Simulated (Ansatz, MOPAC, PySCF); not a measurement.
Molecule: SiBr2 (charge 0, singlet). SMILES: [Si](Br)Br
Coordinates optimised at B3LYP-D3(BJ)/def2-TZVP (Ansatz, a quantum-chemistry and plane-wave program):
```xyz
3

Si     0.0168     0.0210     1.1850
Br     0.9530    -1.4915    -0.2242
Br    -0.9597     1.4831    -0.2498
```

Wanted: vertical ionisation energy to the doublet, in eV. Set-up: dispersion terms only where a functional's name holds one; frozen cores in correlated levels (noble-gas shells and the d and f shells of earlier blocks); 6-31G* and kin with 6d, 5d where marked; LANL2DZ with its own core potentials from Na on; each state is the SCF solution reached for its charge and spin; PM7 with its own dispersion and hydrogen-bond terms; spin-orbit terms left out; open shells spin-unrestricted; non-relativistic. Ab initio and DFT rows: single points at B3LYP-D3(BJ) geometries (Ansatz). Semi-empirical rows: differences of heats of formation at the shared geometry for vertical values. The Hartree-Fock reference of Br[Si]Br is unstable towards a lower, spin-broken solution.

```
level                                    program  vertical ionisation energy to the doublet (eV)
---------------------------------------  -------  ----------------------------------------------
AM1                                        MOPAC                                            8.52
PM3                                        MOPAC                                            9.62
PM6                                        MOPAC                                            8.46
PM7                                        MOPAC                                            8.89
MNDO                                       MOPAC                                            9.32
HF/6-31G*                                 Ansatz                                            9.14
HF/6-31G* with LANL2DZ past Ar            Ansatz                                            9.29
PBE/6-31G* with LANL2DZ past Ar           Ansatz                                            9.60
B3LYP/3-21G                               Ansatz                                            9.58
B3LYP/6-31G*                              Ansatz                                            9.70
B3LYP/6-31G* with LANL2DZ past Ar         Ansatz                                            9.79
M06-2X/6-31G* with LANL2DZ past Ar (5d)    PySCF                                           10.01
MP2/6-31G*                                Ansatz                                            9.55
MP2/6-31G* with LANL2DZ past Ar           Ansatz                                            9.36
PBE/def2-TZVPD                            Ansatz                                            9.42
PBE0/def2-TZVPD                           Ansatz                                            9.60
```

No value to compare with is used here. The 14 habitual levels span 8.46 (PM6) to 10.01 eV (M06-2X/6-31G* with LANL2DZ past Ar (5d)); PBE0/def2-TZVPD gives 9.60.

The levels are drawn from those run, B3LYP/6-31G* more often than the rest, none by its result; runs whose electronic state is in doubt are left out.
